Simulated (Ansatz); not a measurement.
H6N2O2Si, SMILES `N[Si](N)(O)O`, relaxed with RKS PBE-D4/def2-SVP in Ansatz 0.2.0 from a rough embedded geometry. The force threshold is 0.03 eV/Å; the program also tests the step.

Charge 0, multiplicity 1.

Start:

```xyz
11

N     1.248    0.695    0.048
Si   -0.024   -0.264   -0.144
N    -1.201    0.746    0.354
O     0.056   -1.582    0.895
O    -0.274   -0.621   -1.713
H     1.677    0.547    0.975
H     2.022    0.291   -0.554
H    -1.221    0.699    1.422
H    -0.909    1.698    0.174
H    -0.530   -2.236    0.683
H    -0.846    0.027   -2.141
```

| step | energy (eV) | largest force (eV/Å) | largest move (Å) |
| --- | --- | --- | --- |
| 1 | -15032.3161 | 5.028 | 0.000 |
| 2 | -15033.3870 | 2.081 | 0.157 |
| 3 | -15033.6401 | 0.676 | 0.200 |
| 4 | -15033.7068 | 0.315 | 0.200 |
| 5 (rejected) | -15033.6635 | 0.958 | 0.113 |
| 6 | -15033.7222 | 0.215 | 0.054 |
| 7 | -15033.7347 | 0.116 | 0.100 |
| 8 | -15033.7500 | 0.168 | 0.150 |
| 9 | -15033.7524 | 0.467 | 0.103 |
| 10 | -15033.7617 | 0.300 | 0.200 |
| 11 (rejected) | -15033.7369 | 0.440 | 0.106 |
| 12 | -15033.7704 | 0.178 | 0.051 |
| 13 | -15033.7762 | 0.076 | 0.100 |
| 14 (rejected) | -15033.7711 | 0.110 | 0.150 |
| 15 | -15033.7774 | 0.130 | 0.075 |
| 16 (rejected) | -15033.7768 | 0.066 | 0.070 |
| 17 | -15033.7786 | 0.010 | 0.021 |

End:

```xyz
11

N     1.557    0.502    0.029
Si   -0.039   -0.161   -0.059
N    -1.224    0.979    0.463
O    -0.352   -1.509    0.903
O    -0.182   -0.579   -1.684
H     2.058    0.502    0.919
H     2.190    0.303   -0.749
H    -1.935    0.696    1.138
H    -0.956    1.958    0.572
H    -0.051   -2.338    0.490
H    -1.066   -0.354   -2.022
```

Hardware: 4 threads of a server CPU on a shared host. Wall time 17 s, peak host memory 0.17 GiB.
